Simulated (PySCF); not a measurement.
# A small calculation by hand: oscillator strength and radiative lifetime

Al(Cl)(OH)(SMe) (CH4AlClOS), SMILES [S](C)[Al]([OH])[Cl].

Coordinates come from a B3LYP-D3(BJ)/def2-SVP optimisation. The structure was generated by enumeration; whether it is a known compound was not checked. Other conformers were not sampled.

PySCF 2.14.0 with TDDFT-LC-ωPBE/def2-SVPD puts the first singlet state with f over 0.02 at 6.78 eV (vertical), with the transition dipole (-0.198, -0.504, 0.000) in atomic units.

Question: Find the oscillator strength, the wavelength and the radiative lifetime that this transition would have in vacuum if emission retraced absorption.

Answer: 
|μ|² = 0.2932 au, so |μ| = 1.38 D. ΔE = 6.78/27.211 = 0.2492 hartree. f = (2/3) ΔE |μ|² = 0.049 (the program prints 0.049).
λ = 1239.84/6.78 = 183 nm; ν = 54684 cm⁻¹.
Einstein's coefficient A = 0.6670 ν² f s⁻¹ (ν in cm⁻¹) = 9.7e7 s⁻¹, so τ = 1/A = 10 ns. This state is S3; the lower singlets have f = 0.019, 0.015. The figure is the radiative limit of this one transition; relaxation, internal conversion, crossing to triplets and a medium change what is measured.
